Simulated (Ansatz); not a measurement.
Diatomic NaP, multiplicity 3 (lowest of 2S+1 = 1, 3, 5 at CCSD(T)/def2-TZVPP on PBE0 minima; our sources give no spin for the ground state, which may be another).

D_e counts from the fitted minimum to each atom's lowest state at the same level, without counterpoise.

Correlated levels freeze the inner cores; with def2 sets outer-core shells near the valence are correlated too.

Run with Ansatz (an electronic-structure program). Each number belongs to the level named beside it.

Q: What is the computed bond energy D_e (PBE/def2-TZVPP)?

A: 140 kJ/mol

Q: Estimate the bond energy D_e that B3LYP/def2-TZVPP returns for this input.

A: 136 kJ/mol

Q: Give the bond energy D_e at the level B2PLYP/def2-TZVPP.

A: 125 kJ/mol
